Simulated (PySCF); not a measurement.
C3H7FSi2, SMILES C(#C[SiH2]F)[SiH2]C.

Geometry optimised at B3LYP-D3(BJ)/def2-SVP. This is a generated structure with no PubChem entry under its InChIKey; it may be hypothetical.

All values below come from PBE/def2-TZVP (PySCF).

The molecule is in vacuum.

Problem. Estimate the frontier levels, gap, dipole moment and polarisability. (The exact figures need the calculation; the answer reports its results.)

Solution. 
- highest occupied level: -7.05 eV
- lowest empty level: -2.11 eV
- orbital gap: 4.94 eV
- dipole moment: 1.55 D
- quadrupole, principal values (traceless, Buckingham form, about the centre of nuclear charge): -8.48, -1.52, 10.00 D·Å
- mean static polarisability: 91.2 bohr³ (13.51 Å³)
- polarisability, principal values: 69.1, 73.7, 130.6 bohr³
